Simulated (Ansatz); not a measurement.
Stepwise reaction of disilane with ammonia, as a gas-phase model of exchange steps in deposition or etching. ΔE in kJ/mol.

Gas-phase electronic energies from Ansatz, PBE0-D4/def2-TZVP geometries. CBS: MP2 limit from def2 TZ/QZ plus the TZ coupled-cluster correction, frozen cores. This one scheme is used for every species. Functionals use def2-TZVPP. B3LYP here is the variant with VWN-RPA as its local correlation; programs differ in this. One conformer a species, not always the lowest.

```
step                                        reaction  PBE-D4  B3LYP-D4  ωB97M-V  CCSD(T)/CBS
   1     `[SiH3][SiH3]` + NH₃ → `N[SiH2][SiH3]` + H₂   -13.0     -16.2    -16.3        -15.8
   2  `N[SiH2][SiH3]` + NH₃ → `N[SiH](N)[SiH3]` + H₂   -37.6     -39.7    -39.6        -39.7
```

By hand: ΔE of the 2 steps together at CCSD(T)/CBS.

(-15.8) + (-39.7) = -55.5 kJ/mol, or -27.8 kJ/mol a step.

In ΔE each step is lower than the one before. All are downhill at CCSD(T)/CBS. PBE-D4 differs from CCSD(T)/CBS by 2.1 to 2.8 kJ/mol a step. Isolated molecules leave out the surface, adducts and barriers. Largest T1 diagnostic: 0.013.
